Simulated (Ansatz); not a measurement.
`[SiH3][SiH2][SiH2][GeH3]` + CH₃OH → `CO[SiH2][SiH3]` + `[SiH3][GeH3]` at 400 K and 1 bar (cleavage of the Si–Si bond).

Calculated with Ansatz (gas phase, PBE0-D4/def2-TZVP geometries, no zero-point term in ΔE). CBS: MP2 limit from def2 TZ/QZ plus the TZ coupled-cluster correction, frozen cores. This one scheme is used for every species. For Ge outer-core shells are correlated without core-valence functions, which leaves a few kJ/mol of doubt a bond. Scalar relativity is left out up to krypton. One conformer a species, not always the lowest.

```json
{"species": "`[SiH3][SiH2][SiH2][GeH3]`", "CCSD(T)/CBS energy (Eh)": "-2949.34842", "H − E (kJ/mol)": "262.9", "S (J/(mol·K))": "480.4"}
{"species": "CH₃OH", "CCSD(T)/CBS energy (Eh)": "-115.61712", "H − E (kJ/mol)": "151.2", "S (J/(mol·K))": "252.6"}
{"species": "`CO[SiH2][SiH3]`", "CCSD(T)/CBS energy (Eh)": "-696.20864", "H − E (kJ/mol)": "256.4", "S (J/(mol·K))": "398.7"}
{"species": "`[SiH3][GeH3]`", "CCSD(T)/CBS energy (Eh)": "-2368.78170", "H − E (kJ/mol)": "150.2", "S (J/(mol·K))": "319.5"}
```

H − E and S are ideal-gas, rigid-rotor, harmonic terms from PBE0-D4/def2-TZVP, for one conformer and one mirror image of each species. 1 Eh = 2625.50 kJ/mol, R = 8.31446 J/(mol·K).

**Question.** By hand: ΔE, ΔH, ΔS and ΔG.

**Answer.** ΔE = (-696.20864) + (-2368.78170) − (-2949.34842) − (-115.61712) = -0.02480 Eh = -65.1 kJ/mol. Δ(H − E) = 256.4 + 150.2 − 262.9 − 151.2 = -7.5, so ΔH = -72.6 kJ/mol. ΔS = 398.7 + 319.5 − 480.4 − 252.6 = -14.8 J/(mol·K). ΔG = -72.6 − 400 × (-14.8)/1000 = -66.7 kJ/mol.

**Question.** By hand: the equilibrium constant, and the temperature at which ΔG would vanish if ΔH and ΔS stayed fixed.

**Answer.** log₁₀ K = −ΔG/(RT ln 10) = 8.7. ΔG = 0 at ΔH/ΔS = 4905 K, far beyond where these terms or the molecules hold.

The number of gas molecules stays the same, so ΔS is small and ΔH decides. A doubt of 5 kJ/mol in ΔE shifts log₁₀ K by 0.7 here. Other conformers and mirror images would add mixing entropy, several J/(mol·K) or more a flexible species. Modes under 60 cm⁻¹, often nearly free rotors, make the harmonic entropy too high. These are equilibria of isolated gas molecules and say nothing of rates. Largest T1 diagnostic: 0.013 (customary marks: 0.02 for closed shells, 0.045 for open ones).
